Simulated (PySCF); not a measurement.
BiF₂, SMILES [F][Bi+][F] (connectivity only; charge and spin as stated), charge +1, multiplicity 1. Atoms are numbered in the order given.

```xyz
3

Bi     0.0000     0.0000     0.2327
F      0.0000    -1.4282    -1.0729
F      0.0000     1.4282    -1.0729
```
Charge +1, spin multiplicity 1.

Coordinates come from a PBE0-D3(BJ)/def2-TZVP optimisation. The multiplicity is an assumed one; other spin states were not compared. The isomer is the one that the SMILES or the coordinates give; other isomers of the formula were not compared. The def2 effective core potentials stand for the cores of Bi; spin–orbit coupling is left out.

Computed with ωB97X/def2-TZVPD in PySCF.

Mulliken values depend strongly on the basis, most of all with diffuse functions as here. ESP charges are fitted to the potential on shells at 1.4 to 2.0 van der Waals radii. Atomic charges (e):

```json
[
 {"atom": "Bi1", "ESP fit": "1.54", "Mulliken": "1.85"},
 {"atom": "F2", "ESP fit": "-0.27", "Mulliken": "-0.43"},
 {"atom": "F3", "ESP fit": "-0.27", "Mulliken": "-0.43"}
]
```
